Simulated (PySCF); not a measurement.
# Telling isomers of C5H8FNO apart by NMR

Computed data (PySCF 2.14): geometry from GFN2-xTB, NMR shieldings at PBE0/pcSseg-1/GIAO. Single conformer, no solvent, non-relativistic, rapidly exchanging positions averaged.

Chemical shifts δ = σref − σ; 1H (σref 31.72) and 13C (σref 186.93) vs TMS, all at this level. Splittings of carbon signals by F and P are missing where no couplings were computed. Where no couplings were computed, multiplicities follow the n + 1 count of equivalent neighbours, and m marks all less simple cases (inequivalent or close neighbours, rings, F or P nearby). Acid and N–H amide carbonyl carbons lie up to 10 ppm further downfield in solution (hydrogen bonding). Shifts are as computed. Against solution values, carbons near 30 ppm lie about +3 ppm off and those near 130 ppm about +5 ppm (rms about the fit 2.1 ppm; single classes can miss by 10 ppm). Of 1328 compounds with measured shifts, 309 miss one by over three times the rms of a fit or turn the order of signals round; such compounds aren't used in these exercises. Signals without a measured value on file couldn't be tested in this way; 1H shifts scatter by 0.2 ppm about their fit, and single ones miss by 0.5 ppm. OH and NH positions are gas-phase values without hydrogen bonding to other molecules.

(1) Tabulate the signals of `C=C(F)NC(=O)CC`, `CC(=O)N/C(C)=C\F` and their relative energies.

(2) What is the quickest way to tell C=C(F)NC(=O)CC from CC(=O)N/C(C)=C\F?

## Answers

(1) 
| SMILES | carbon types | δC | δH | E rel. (kcal/mol) |
| --- | --- | --- | --- | --- |
| C=C(F)NC(=O)CC | 2×C 2×CH2 1×CH3 | 171.2, 161.0, 78.2, 32.5, 10.0 | 6.15 (br, 1H), 5.57 (m, 1H), 4.43 (m, 1H), 2.21 (q, 2H), 1.22 (t, 3H) | 0.0 |
| CC(=O)N/C(C)=C\F | 2×C 1×CH 2×CH3 | 168.2, 139.1, 129.4, 25.9, 16.5 | 6.49 (br, 1H), 6.28 (m, 1H), 2.31 (s, 3H), 1.97 (s, 3H) | 1.1 |

Energies are electronic energies at PBE0/pcSseg-1 on these geometries, without zero-point or thermal terms, each for the one conformer computed, which needn't be the lowest.

(2) Both give the same number of carbon signals, but DEPT or the intensities differ. The first has a β carbon of an enol-ether or enamine type C=C (CH2) at 78.2 ppm, the second a β carbon of an enol-ether or enamine type C=C (CH) at 139.1 ppm. Their most deshielded carbons lie at 171.2 and 168.2 ppm. In the proton spectra the most deshielded non-exchanging signals are 5.57 (m, 1H) and 6.28 (m, 1H).
